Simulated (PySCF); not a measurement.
Excitations are Tamm–Dancoff values on a coarser integration grid. The basis has no diffuse functions, so Rydberg states are missing or too high.

Cartesian coordinates (Å):
SMILES: [SiH3][SiH]([SiH3])O
```xyz
12

O     -0.0769     1.8369    -1.0635
Si     0.0530     0.7443     0.1830
Si    -2.0078    -0.3516     0.3444
Si     1.7944    -0.7960    -0.1595
H      0.7036     2.3597    -1.2688
H      0.3324     1.4381     1.4791
H     -1.9399    -1.3068     1.4834
H     -3.1195     0.6052     0.5886
H     -2.2945    -1.1169    -0.8972
H      1.5411    -1.6373    -1.3595
H      3.0921    -0.0901    -0.3566
H      1.9219    -1.6854     1.0267
```
Charge 0, multiplicity 1.

Task: Give the HOMO–LUMO gap, T1 excitation (TDA) and HOMO at the level r2SCAN-D4/def2-TZVP (PySCF).

Result: 
```
Item                    Value
-------------------  --------
HOMO–LUMO gap         5.40 eV
T1 excitation (TDA)   4.80 eV
HOMO                 -6.76 eV
```
